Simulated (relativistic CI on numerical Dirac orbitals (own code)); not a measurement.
## The 2-electron sequence from Sm⁶⁰⁺ to Tl⁷⁹⁺

These numbers are calculated, not measured: Dirac-Coulomb-Breit CI, KLI orbitals optimised for each configuration, model QED (radiative potential, 1s self-energy scaled to tabulated hydrogen-like ionisation energies), unscaled Slater integrals (own radial code, finite nucleus).

CI space: 1s², 1s2s, 1s2p, 1s3s, 1s3p, 1s3d. Levels of other configurations are missing.

Energies above each ion's lowest level, in eV. Levels are followed by their leading LS label, which can pass from one level to another where the coupling changes.

```
  Ion  1s² ¹S0  1s2s ³S1  1s2p ³P°1  1s2p ³P°0  1s2s ¹S0
Sm⁶⁰⁺        0     40326      40418      40434     40434
Eu⁶¹⁺        0     41722      41816      41833     41833
Gd⁶²⁺        0     43145      43241      43260     43260
Tb⁶³⁺        0     44598      44695      44716     44716
Dy⁶⁴⁺        0     46078      46177      46199     46199
Ho⁶⁵⁺        0     47587      47689      47713     47712
Er⁶⁶⁺        0     49125      49229      49255     49254
Tm⁶⁷⁺        0     50693      50799      50827     50826
Yb⁶⁸⁺        0     52291      52399      52429     52427
Lu⁶⁹⁺        0     53919      54029      54061     54059
Hf⁷⁰⁺        0     55578      55690      55725     55723
Ta⁷¹⁺        0     57269      57382      57420     57417
 W⁷²⁺        0     58991      59106      59146     59144
Re⁷³⁺        0     60745      60863      60905     60902
Os⁷⁴⁺        0     62532      62651      62696     62693
Ir⁷⁵⁺        0     64352      64473      64521     64518
Pt⁷⁶⁺        ?         ?          ?          ?         ?
Au⁷⁷⁺        0     68093      68218      68273     68269
Hg⁷⁸⁺        0     70015      70142      70200     70196
Tl⁷⁹⁺        0     71972      72102      72163     72159
```

(1) Fill in the row of Pt⁷⁶⁺.

The lowest level keeps the configuration 1s² and J = 0 throughout.

Results:

(1) 1s² ¹S0 0, 1s2s ³S1 66205, 1s2p ³P°1 66329, 1s2p ³P°0 66380, 1s2s ¹S0 66376 (eV).
